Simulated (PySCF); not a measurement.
## How methods differ on the excitation energy of Ru²⁺

Ru²⁺ [Kr] 4d6 (5D) → Ru²⁺ [Kr] 4d5 5s1 (7S), as a difference of total energies. Calculation: PySCF 2.14, in x2c-TZVPPall (8s6p6d2f1g, 79 functions); the spin-free X2C one-electron Hamiltonian (Gaussian nucleus). Correlated levels: valence: [Kr] frozen; valence and next inner shell: [Ar] 3d10 frozen. The calculations carry no spin-orbit coupling.

```tsv
method	excitation energy (cm⁻¹)
UHF	21134
LDA	26670
PBE	26908
PBE0	27383
r2SCAN	25226
BP86	27984
B2PLYP	28539
PBEsol	26654
LC-wPBE	30108
MP2 (valence)	26610
SCS-MP2 (valence)	31471
MP2 (valence and next inner shell)	24221
SCS-MP2 (valence and next inner shell)	27260
```

A first-order spin-orbit estimate (lowest level to lowest level, LS coupling) adds 0.132 eV.

The basis was made for the ground configuration and has no added diffuse functions, so the excitation energy can come out too high.
